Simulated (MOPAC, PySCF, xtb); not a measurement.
Complex: H2S (SMILES S) (first 3 atoms) with CH4O (SMILES CO); geometry from B3LYP-D3(BJ)/def2-TZVP, rigid monomers moved along the line of their centres of mass till S1···C4 is 3.35 Å.
(charge 0, multiplicity 1):
| atom | x (Å) | y (Å) | z (Å) |
|---|---|---|---|
| S | 0.0804 | 1.4955 | -0.1962 |
| H | 1.2980 | 0.9304 | -0.2127 |
| H | -0.5319 | 0.3249 | -0.4357 |
| C | 0.1507 | 0.2441 | 2.9126 |
| O | 0.2382 | -0.4168 | 4.1684 |
| H | -0.8657 | 0.5847 | 2.6900 |
| H | 0.4408 | -0.4803 | 2.1534 |
| H | 0.8285 | 1.1014 | 2.8442 |
| H | -0.0147 | 0.2023 | 4.8600 |

Monomers are frozen at their geometry in the pair; levels with a basis set take the counterpoise correction. Rows marked so take none.

Rows in 6-31G* carry no dispersion term and start afresh at each structure (6-31G* with six Cartesian d functions). The state that AM1 reach isn't checked.

Programs: MOPAC for AM1 (differences of heats of formation); PySCF for 6-31G* rows; xtb for the GFN methods. Each number belongs to the level named beside it.

**Question.** One of these levels gives 1.34 kcal/mol for the interaction energy. Which one is it?
A) AM1
B) BP86/6-31G* (no counterpoise)
C) GFN-FF
D) HF/6-31G*

**Answer.** B, BP86/6-31G* (no counterpoise). The others give -0.47 (GFN-FF), 0.64 (AM1), 2.06 (HF/6-31G*)
